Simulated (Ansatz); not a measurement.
Consider the ligand exchange at the Si–F bond: `O[SiH2][SiH2][SiH2]F` + HCl → `O[SiH2][SiH2][SiH2]Cl` + H–F.

Gas-phase electronic energies from Ansatz, PBE0-D4/def2-TZVP geometries. CBS: MP2 limit from def2 TZ/QZ plus the TZ coupled-cluster correction, frozen cores. This one scheme is used for every species. Functionals use def2-TZVPP. B3LYP here is the variant with VWN-RPA as its local correlation; programs differ in this. One conformer a species, not always the lowest.

Task: Is it downhill or uphill in electronic energy at CCSD(T)/CBS, and by how much? (An estimate is asked.)

Result: Computed: Uphill: ΔE = +29.1 kJ/mol.

Task: What do these levels give: B3LYP-D4, ωB97M-V, HF/def2-TZVPP, MP2/def2-QZVPP, MP2/CBS(def2), CCSD/CBS(def2)? (An estimate is asked.)

Result: Ansatz gave: B3LYP-D4 34.9, ωB97M-V 33.1, HF/def2-TZVPP 45.0, MP2/def2-QZVPP 26.2, MP2/CBS(def2) 23.9, CCSD/CBS(def2) 31.8 kJ/mol.

Largest T1 diagnostic among the species: 0.013.

In def2-TZVPP, CCSD(T) changes the Hartree–Fock value by −11.7 kJ/mol (the triples alone add −2.7 kJ/mol) and MP2 by −16.9 kJ/mol. The D4 term adds −4.3 kJ/mol with B3LYP and −2.3 kJ/mol with PBE0; it sums over pairs of atoms, weighted by their polarisabilities, and B3LYP, whose exchange is more repulsive, gets the larger term.
